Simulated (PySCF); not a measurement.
SMILES C#Cc1ccc(C#N)cc1 (C9H5N), GFN2-xTB optimised geometry.

```
15

C     -1.98    -2.99    -0.01
C     -1.38    -1.95     0.00
C     -0.67    -0.72     0.00
C     -1.36     0.49     0.00
C     -0.67     1.68     0.00
C      0.72     1.68     0.00
C      1.43     2.90     0.00
N      2.01     3.89     0.00
C      1.42     0.47     0.00
C      0.73    -0.72     0.00
H     -2.50    -3.89    -0.01
H     -2.44     0.48     0.00
H     -1.20     2.62     0.00
H      2.50     0.48     0.00
H      1.26    -1.66     0.00
```

Density from CAM-B3LYP/def2-TZVP (PySCF) at that geometry.

Minimum of the electron density along straight lines between bonded atoms, close to the bond critical point (lines longer than 1.1 times the sum of covalent radii, or with two minima, are not listed):

```tsv
bond	length / Å	ρ at the minimum / e bohr⁻³	∇²ρ there / e bohr⁻⁵	position (fraction from the first atom)
C1–C2	1.201	[?]	-1.21	0.49
C2–C3	1.415	0.301	-0.91	0.53
C3–C4	1.397	0.318	-0.95	0.51
C4–C5	1.378	0.329	-1.00	0.50
C5–C6	1.397	0.317	-0.94	0.49
C6–C7	1.413	0.298	-0.91	0.46
C7–N8	1.147	0.504	[?]	0.35
C6–C9	1.397	0.317	-0.94	0.51
C3–C10	1.397	0.318	-0.95	0.51
C9–C10	1.378	0.329	-1.00	0.50
C1–H11	1.049	0.301	-1.16	0.66
C4–H12	1.080	0.290	-1.06	0.65
C5–H13	1.080	0.291	-1.06	0.65
C9–H14	1.080	0.291	-1.06	0.65
C10–H15	1.080	0.290	-1.06	0.65
```

Question: Some entries are withheld; supply them.

Answer: 
- C1–C2, ρ at the minimum / e bohr⁻³: 0.421
- C7–N8, ∇²ρ there / e bohr⁻⁵: -0.21
